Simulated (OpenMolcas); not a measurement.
**Co I: CASPT2 settings compared**

```yaml
Program: OpenMolcas 26.06
Basis: ANO-RCC-VDZP [5s4p2d1f]
Scalar_Hamiltonian: DKH2, point nucleus
Active_space: 9 electrons in 6 orbitals (3d 4s)
State_averaging: 2S+1 = 4 even, 17 roots; 2S+1 = 2 even, 9 roots kept (CI in the orbitals of an earlier block)
Spin-orbit_coupling: RASSI with atomic mean-field integrals over the reference wave functions, term energies averaged over their components
```

Methods on the same reference wave functions:
A. CASSCF
B. SS-CASPT2, IPEA 0.6 Eh, imaginary shift 0.3 Eh (closed shells correlated: 2s 2p 3s 3p)
C. SS-CASPT2, IPEA 0.4 Eh, no level shift (closed shells correlated: 3s 3p)
D. MS-CASPT2, IPEA 0.4 Eh, no level shift (closed shells correlated: 3s 3p)
E. XMS-CASPT2, IPEA 0.4 Eh, no level shift (closed shells correlated: none)

Energies in cm-1 above 3d7 4s2 4F 9/2, the measured ground level; measured values from NIST Handbook of Basic Atomic Spectroscopic Data.

| Level | A | B | C | D | E | Measured |
| --- | --- | --- | --- | --- | --- | --- |
| 3d7 4s2 4F 9/2 | 0.0 | 0.0 | 0.0 | 0.0 | 0.0 | 0.0 |
| 3d7 4s2 4F 7/2 | 783 | 784 | 784 | 784 | 776 | 816 |
| 3d7 4s2 4F 5/2 | 1381 | 1381 | 1382 | 1382 | 1371 | 1407 |
| 3d7 4s2 4F 3/2 | 1801 | 1802 | 1802 | 1802 | 1791 | 1809 |
| 3d8 4s 4F 9/2 | 16834 | 8020 | 7900 | 7900 | 10310 | 3483 |
| 3d8 4s 4F 7/2 | 17590 | 8780 | 8660 | 8660 | 11070 | 4143 |

Deviations, from unrounded energies. A percentage is the sum of absolute deviations over the sum of measured energies, with the sign that they share, or ± where signs differ.

```tsv
Against measurement	Levels	A	B	C	D	E
mean absolute deviation (cm-1)	5	5400	1800	1800	1800	2800
fine structure of the ground term (%)	3	-1.7	-1.6	-1.6	-1.6	-2.4
other configurations (%)	2	+351.4	+120.4	+117.1	+117.1	+180.4
```

B, C, D lie about equally close to measurement and A furthest from it. The largest miss of C in the table is 3d8 4s 4F 7/2, by +4500 cm-1. The ranking rests on the paired levels alone, and a cruder setting can come out closer through cancelling errors.

Among B to E the level of the table that moves most is 3d8 4s 4F 9/2, by 2400 cm-1 (lowest in C, highest in E). Moves below CASPT2's spread within the term are not significant.

The mean deviations of B to E differ by less than CASPT2's widest spread within a term (2100 cm-1), so their order carries little weight.

The lowest spin-free term lies below A's lowest term by 0.494 hartree in B, 0.485 hartree in C, 0.485 hartree in D, 0.276 hartree in E.

CASPT2 breaks the degeneracy within a term, and the mean is taken; among the terms shown or strongly mixed into the levels shown the widest spread is 2100 cm-1 (3d8 4s 4F, D). A single d shell beside an s shell can misplace configurations of different d count against each other. Without dynamic correlation excited terms often stand tens of per cent too high (terms of higher spin than the ground term too low), and those without a measured partner can miss by more than the paired ones (holds for A). Measured partners are found by configuration, term and J. A level has none where our copy of the source lacks it or the pairing is in doubt (some pairs that miss far off the trend of their configuration count as doubtful), and it then counts in no deviation. Levels of configurations outside the active space are missing. Levels that lie high or do not pair safely by name in every column are left out.
